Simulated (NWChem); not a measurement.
System: AgPH4O; SMILES [OH][Ag]<-[PH3]

```xyz
7

Ag    -0.0007    -0.3428     0.0075
O     -0.0806    -2.3283    -0.0190
H      0.8367    -2.6641    -0.0351
P     -0.0119     1.9598    -0.0069
H     -0.7679     2.6705    -0.9926
H      1.2346     2.6309    -0.2041
H     -0.4479     2.7056     1.1347
```
Atoms are numbered in this order, from 1.

Results from NWChem. Geometry: optimised at PBE-D3(BJ)/def2-SVP. def2 effective core potentials on Ag; no spin-orbit coupling. LC-ωPBE (HJS hole) with def2-SVP; x = 1 − exp(−ω/0.25 bohr⁻¹) is a scale chosen for this fit.

| row | x | −ε(HOMO) (eV) |
|---|---|---|
| ω = 0.20 | 0.551 | 7.18 |
| ω = 0.30 | 0.699 | 7.98 |
| ω = 0.35 | 0.753 | withheld |
| ω = 0.50 | 0.865 | 9.10 |
| ω = 0.80 | 0.959 | 9.97 |

**Question.** Fit a straight line of the last column on the one before it, predict the withheld value, and compare with the run.

**Answer.** 
1. Means of the 4 shown rows: x = 0.7685, y = 8.557. Slope Σ(x − x̄)(y − ȳ)/Σ(x − x̄)² = 0.6612/0.09774 = 6.765; intercept 3.359.
2. The shown rows scatter about the line by 0.109 (root mean square); the largest residual is +0.12, at ω = 0.80.
3. At x = 0.753 (ω = 0.35; inside the shown range) the line gives 8.45.
4. The run gives 8.31, -0.14 from the line, 1.3 times the scatter.
